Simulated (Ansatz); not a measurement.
System: trifluoro(trifluoromethyl)germane, CF6Ge (charge 0, singlet). SMILES: [F][Ge]([C](F)(F)F)([F])[F]
Geometry from a B3LYP-D3(BJ)/def2-TZVP (Ansatz, a first-principles code) optimisation:
```
Ge
F 1 1.7128
F 1 1.7128 2 107.82
F 1 1.7128 2 107.82 3 -116.17
C 1 2.0120 2 111.07 4 -121.91
F 5 1.3397 1 110.51 2 60.00
F 5 1.3397 6 108.41 1 -121.26
F 5 1.3397 6 108.41 7 -117.49
```

Parts of the frozen-core correlation energy in cc-pVQZ (Ansatz, hartree). Frozen orbitals: 21; correlated occupied orbitals by spin: 25 and 25; virtual: 407 and 407. Spin-orbit coupling is left out. Non-relativistic.

```tsv
term	value
reference (HF)	-2710.32971
MP2 opposite-spin	-1.43682
MP2 same-spin	-0.49611
CCSD correlation	-1.91725
(T)	-0.06642
T1 diagnostic	0.013
largest doubles amplitude	0.021
```
